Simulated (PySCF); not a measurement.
CdHIO, SMILES [OH][Cd][I].

Geometry optimised at PBE0-D3(BJ)/def2-TZVP. The def2 effective core potentials stand for the cores of Cd, I; spin–orbit coupling is left out. One conformer was computed; it need not be the lowest.

Level of theory: PySCF 2.14.0 with PBE0-D3(BJ)/def2-TZVP.

Frequencies are harmonic and unscaled.

Give all harmonic wavenumbers and intensities. (Estimate from the structure and the level; the computed values follow.)


```json
[
 {"mode": "1", "ν (cm⁻¹)": "97", "IR (km/mol)": "10.3", "moving atoms (share of kinetic energy)": "O 57 %, Cd 30 %"},
 {"mode": "2", "ν (cm⁻¹)": "102", "IR (km/mol)": "0.3", "moving atoms (share of kinetic energy)": "O 47 %, Cd 29 %, H 20 %"},
 {"mode": "3", "ν (cm⁻¹)": "209", "IR (km/mol)": "5.2", "moving atoms (share of kinetic energy)": "I 50 %, Cd 41 %, O 8 %"},
 {"mode": "4", "ν (cm⁻¹)": "590", "IR (km/mol)": "87.3", "moving atoms (share of kinetic energy)": "O 83 %, Cd 15 %"},
 {"mode": "5", "ν (cm⁻¹)": "788", "IR (km/mol)": "51.1", "moving atoms (share of kinetic energy)": "H 93 %"},
 {"mode": "6", "ν (cm⁻¹)": "3888", "IR (km/mol)": "65.3", "moving atoms (share of kinetic energy)": "H 94 %"}
]
```
